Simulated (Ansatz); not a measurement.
Born–Oppenheimer molecular dynamics of Cl2FH5Si2 (10 atoms, charge 0, multiplicity 1). It starts at the highest image of a converged band. Of that band: Neighbouring images differ by up to 2.2 eV, so the band resolves the path poorly. A vibrational analysis at the climbing image gives one clearly imaginary mode, 1365i cm⁻¹: a first-order saddle point.

These are results of RKS BHLYP-D4/def2-SVP (Ansatz 0.2.0), not measurements.

```yaml
ensemble: NVE (velocity Verlet)
time_step: 0.5 fs
steps_asked: 119
starting_velocities_drawn_for: 100 K
seed: 6735
```

First frame:

```xyz
10
Properties=species:S:1:pos:R:3
Si -0.203 1.181 -0.222
Si 0.211 -1.403 0.022
Cl -1.066 0.533 -2.038
Cl -1.841 1.691 0.892
H 0.636 2.249 -0.756
H 0.720 0.117 0.823
F 0.944 1.173 1.305
H 0.884 -2.038 1.184
H -1.214 -1.770 0.008
H 0.930 -1.733 -1.219
```

(1) How far do the bonds stretch over the last three quarters of this one trajectory? (Pairs bonded in most of those frames.)

Answers

(1) 
| bond | mean (Å) | spread (Å) | shortest | longest |
| --- | --- | --- | --- | --- |
| Si1–Si2 | 2.329 | 0.160 | 2.15 | 2.61 |
| Si1–Cl3 | 2.083 | 0.063 | 2.01 | 2.17 |
| Si1–Cl4 | 2.080 | 0.027 | 2.02 | 2.11 |
| Si1–H5 | 1.469 | 0.005 | 1.46 | 1.48 |
| Si2–H8 | 1.487 | 0.010 | 1.47 | 1.51 |
| Si2–H9 | 1.481 | 0.013 | 1.46 | 1.50 |
| Si2–H10 | 1.480 | 0.005 | 1.47 | 1.49 |
| H6–F7 | 0.930 | 0.027 | 0.89 | 0.98 |

Mean temperature of the second half: 1501 K. The conserved energy stayed within 0.11 meV per atom of its start (net change -0.061 meV per atom), so the integration is sound. The system heated up, since it started high on the potential surface and ran downhill. A run of 0.059 ps of so small a system gives no equilibrium averages. The orbitals stay closed-shell, which can raise the energy where a bond breaks towards radicals; this wasn't checked here.

Time of the run: 6.4 min on 2 threads of Arm Neoverse V1 (shared host), peak memory 0.28 GiB.
